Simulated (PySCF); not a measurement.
C₂H₉BN₂O, SMILES NB(N(C)C)O.

Coordinates come from a ωB97X-D3(BJ)/def2-SVP optimisation. The values are those of a single conformer.

Vertical ionisation energy (IE) and electron affinity (EA) in eV. Rows of orbital energies are one-electron estimates. Where ΔSCF, EOM or ADC give a negative EA the extra electron is unbound and the value depends on the basis.

```csv
level,IE,EA
"−ε(HOMO), −ε(LUMO), CAM-B3LYP/def2-TZVP (PySCF)",7.62,-1.51
"−ε(HOMO), −ε(LUMO), PBE/def2-TZVP (PySCF)",4.90,0.04
```
